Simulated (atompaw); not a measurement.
Scattering properties, PAW (atompaw) potential for mercury

- Element: mercury
- Generator: atompaw 4.2.0.5
- Type: PAW
- Functional: LDA (PW92)
- Relativity: scalar-relativistic
- Frozen core: [Xe] 4f14
- Valence charge: 12
- Reference configuration: 5d10 6s1 6p1
- Partial waves: 6s (bound): rc 2.75 bohr; 6s channel at 0.3 Ry: rc 2.75 bohr; 6p (bound): rc 2.75 bohr; 6p channel at 1.8 Ry: rc 2.75 bohr; 5d (bound): rc 2.75 bohr; 5d channel at 0.25 Ry: rc 1.35 bohr
- Local potential: bessel scheme, radius 2.25 bohr
- Core correction: smooth core density matched at 2.12 bohr
- Augmentation charge: sinc compensation charge, radius 2.65 bohr; PAW radius 2.75 bohr; waves and projectors: custom rrkj vanderbiltortho

The phase is arctan(r·u′/u) with u = r·R(r), unwrapped; energies in Ry, scanned from -3 to 5 Ry. A pole is an energy at which the radial function vanishes at the test radius. The pseudo phase is shifted by a multiple of π to meet the all-electron one at the reference energy, and phase errors are pseudo minus all-electron; the curves can meet again beyond the range given. Levels narrower than the energy grid can be missing from the lists of poles.

Question: For each channel, where are the poles, and over which energies does the pseudopotential scatter like the atom?

Answer:

```tsv
channel	radius (bohr)	reference energy (Ry)	poles, all-electron	poles, pseudo	unbroken range about the reference energy with phases within 0.05 rad	phase error 1 Ry above the reference energy (rad)
s	2.76	-0.64	0.66	0.66, 4.33	below 2.8	-0.000
p	2.76	-0.17	2.19	2.19	below 4.4	-0.000
d	2.76	-0.90	-0.71, 4.78	-0.71	below 1.8	+0.000
```

Phases in the s channel:

```
E (Ry)  all-electron  pseudo
 -3.00         1.306   1.306
 -2.76         1.287   1.286
 -2.52         1.262   1.262
 -2.28         1.231   1.230
 -2.04         1.188   1.187
 -1.80         1.126   1.125
 -1.56         1.029   1.028
 -1.32         0.858   0.857
 -1.08         0.506   0.506
 -0.84        -0.186  -0.186
 -0.60        -0.855  -0.855
 -0.36        -1.188  -1.188
 -0.12        -1.353  -1.353
  0.12        -1.450  -1.450
  0.36        -1.513  -1.513
  0.60        -1.560  -1.560
  0.84        -1.598  -1.598
  1.08        -1.630  -1.630
  1.32        -1.659  -1.659
  1.56        -1.686  -1.688
  1.80        -1.715  -1.717
  2.04        -1.745  -1.750
  2.28        -1.778  -1.789
  2.52        -1.818  -1.839
  2.76        -1.868  -1.910
  3.00        -1.934  -2.031
  3.24        -2.028  -2.293
  3.48        -2.174  -3.067
  3.72        -2.421  -4.099
  3.96        -2.853  -4.481
  4.20        -3.433  -4.649
  4.44        -3.886  -4.760
  4.68        -4.148  -4.860
  4.92        -4.300  -4.978
```
